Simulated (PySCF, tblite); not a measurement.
Species: C6H7N.
Atom-mapped SMILES: `[CH2:1]=[CH:2]/[CH:3]=[CH:4]\[C:5]1=[N:6][CH2:7]1` (hydrogens: H8, H9 on C1; H10 on C2; H11 on C3; H12 on C4; H13, H14 on C7)

Computed with GFN2-xTB (tblite), gas phase: Langevin dynamics at 200 K from the optimised GFN2-xTB geometry, time step 0.5 fs, friction 0.01 fs⁻¹, 2000 steps. Over the second half of the run the saved frames average 221 K.

Frame at 250 fs, instantaneous temperature 169 K:
```
atom  x, y, z in Å
C1     -2.791    0.435   -0.391
C2     -1.460    0.292   -0.336
C3     -0.812   -0.030    0.935
C4      0.514   -0.370    1.061
C5      1.379   -0.313   -0.057
N6      1.628   -0.251   -1.307
C7      2.809   -0.102   -0.348
H8     -3.405    0.408    0.528
H9     -3.293    0.643   -1.293
H10    -0.888    0.286   -1.266
H11    -1.438    0.159    1.776
H12     0.962   -0.537    2.014
H13     3.578   -0.892   -0.401
H14     3.119    0.920   -0.215
```

Frame at 425 fs, instantaneous temperature 114 K:
```
atom  x, y, z in Å
C1     -2.599    0.080   -0.810
C2     -1.349    0.200   -0.379
C3     -0.857   -0.302    0.833
C4      0.454   -0.527    1.038
C5      1.513   -0.335    0.161
N6      2.029   -0.160   -0.975
C7      2.965   -0.115    0.168
H8     -3.375   -0.370   -0.287
H9     -2.847    0.700   -1.692
H10    -0.559    0.634   -0.962
H11    -1.593   -0.592    1.600
H12     0.735   -0.898    2.006
H13     3.596   -1.000    0.247
H14     3.446    0.791    0.525
```

Frame at 625 fs, instantaneous temperature 234 K:
```
atom  x, y, z in Å
C1     -2.408    0.147   -0.671
C2     -1.160   -0.091   -0.240
C3     -0.720   -0.313    1.079
C4      0.580   -0.276    1.393
C5      1.593   -0.042    0.439
N6      1.915    0.351   -0.737
C7      3.011    0.023    0.101
H8     -3.171    0.140    0.106
H9     -2.835    0.165   -1.640
H10    -0.361   -0.198   -0.967
H11    -1.442   -0.626    1.822
H12     0.811   -0.506    2.429
H13     3.565   -0.904   -0.187
H14     3.697    0.826    0.359
```

Frame at 800 fs, instantaneous temperature 181 K:
```
atom  x, y, z in Å
C1     -2.477   -0.236   -0.464
C2     -1.168   -0.158   -0.169
C3     -0.588   -0.213    1.157
C4      0.691   -0.131    1.505
C5      1.773    0.021    0.587
N6      2.057    0.263   -0.602
C7      3.181    0.153    0.410
H8     -3.243   -0.419    0.308
H9     -2.841   -0.144   -1.452
H10    -0.397   -0.059   -1.004
H11    -1.297   -0.254    1.920
H12     0.913   -0.250    2.569
H13     3.775   -0.734    0.285
H14     3.685    1.087    0.684
```

Frame at 1000 fs, instantaneous temperature 234 K:
```
atom  x, y, z in Å
C1     -2.558    0.005   -0.012
C2     -1.190    0.106    0.079
C3     -0.539   -0.541    1.156
C4      0.773   -0.393    1.421
C5      1.694    0.006    0.460
N6      1.964    0.241   -0.751
C7      3.128    0.143    0.230
H8     -3.137   -0.513    0.729
H9     -3.129    0.553   -0.735
H10    -0.609    0.594   -0.616
H11    -1.074   -1.183    1.835
H12     1.285   -0.775    2.379
H13     3.737   -0.728    0.205
H14     3.661    1.027    0.495
```

Problem. What do single points at PBE0/pcSseg-1 (PySCF, gas phase) give on these frames?

Solution. 
```json
{"t (fs)": "250", "GFN2-xTB E above start (eV)": "0.26", "DFT E above lowest frame (eV)": "0.12", "HOMO (eV)": "-6.85", "LUMO (eV)": "-2.19", "dipole (D)": "2.89"}
{"t (fs)": "425", "GFN2-xTB E above start (eV)": "0.36", "DFT E above lowest frame (eV)": "0.32", "HOMO (eV)": "-6.88", "LUMO (eV)": "-2.30", "dipole (D)": "2.97"}
{"t (fs)": "625", "GFN2-xTB E above start (eV)": "0.42", "DFT E above lowest frame (eV)": "0.31", "HOMO (eV)": "-6.92", "LUMO (eV)": "-2.28", "dipole (D)": "2.56"}
{"t (fs)": "800", "GFN2-xTB E above start (eV)": "0.25", "DFT E above lowest frame (eV)": "0.00", "HOMO (eV)": "-7.05", "LUMO (eV)": "-2.12", "dipole (D)": "2.59"}
{"t (fs)": "1000", "GFN2-xTB E above start (eV)": "0.41", "DFT E above lowest frame (eV)": "0.34", "HOMO (eV)": "-6.87", "LUMO (eV)": "-2.31", "dipole (D)": "3.03"}
```

The two levels order the frames alike by energy but for pairs within 0.08 eV at one level; measured from each level's lowest frame they differ by 0.21 eV at most. The HOMO–LUMO gap runs from 4.56 to 4.93 eV. These are instantaneous structures, not minima.

Problem. And the isotropic GIAO shieldings (ppm) from the same runs?

Solution. 
```tsv
atom	250 fs	425 fs	625 fs	800 fs	1000 fs	mean	range
C1	47.7	56.7	52.3	51.9	42.3	50.2	14.4
C2	38.1	42.6	42.8	40.2	39.1	40.6	4.7
C3	27.9	34.1	34.3	37.4	31.1	33.0	9.5
C4	64.3	67.6	66.9	69.4	63.0	66.2	6.4
C5	15.1	19.1	14.1	22.1	19.4	18.0	8.0
N6	-59.1	-68.6	-79.0	-51.3	-55.4	-62.7	27.7
C7	165.9	167.6	158.1	169.4	171.7	166.5	13.6
H8	25.3	26.2	26.0	25.4	25.5	25.7	0.9
H9	25.9	25.6	25.4	25.9	25.6	25.7	0.5
H10	23.6	24.3	23.8	22.9	24.1	23.7	1.4
H11	25.0	24.6	24.8	25.7	24.8	25.0	1.1
H12	24.7	25.0	24.6	24.8	23.8	24.6	1.2
H13	29.5	30.6	29.1	30.5	31.4	30.2	2.3
H14	30.9	30.2	29.5	30.2	31.0	30.4	1.5
```

The cost below is that of the whole dynamics run. On Arm Neoverse V2, one thread, shared host with 48 logical CPUs at a one-minute load of 38, this took 7.4 s of wall time and 0.18 GiB of memory at its peak.
